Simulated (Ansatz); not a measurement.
ClH$_{5}$OSiSn, SMILES `[SiH3][O][SnH2][Cl]` at its PBE0-D4/def2-TZVP geometry, where that method's forces vanish. Total charge 0; spin multiplicity 1. Sn: def2 effective core potential.

```xyz
9

Si    1.4434    0.7687   -0.0130
O     0.5050   -0.5248    0.3406
Sn   -1.3574   -1.0276    0.1051
Cl   -2.4652    0.9269   -0.4876
H     1.0633    1.9512    0.8059
H     2.8513    0.4011    0.2858
H     1.3313    1.1381   -1.4513
H    -1.9275   -1.5318    1.6193
H    -1.4443   -2.1017   -1.2048
```

(1) What forces (eV/Å) does ωB97M-V/def2-TZVPP give on these atoms in Ansatz? (Best estimate.)

Results:

(1) Ansatz gave: 
```
Si1  0.179  0.175 -0.034
O2  -0.032 -0.020  0.003
Sn3 -0.096 -0.140  0.018
Cl4  0.026 -0.009  0.004
H5   0.040 -0.135 -0.096
H6  -0.166  0.055 -0.039
H7   0.006 -0.042  0.161
H8   0.040  0.035 -0.117
H9   0.004  0.082  0.100
```
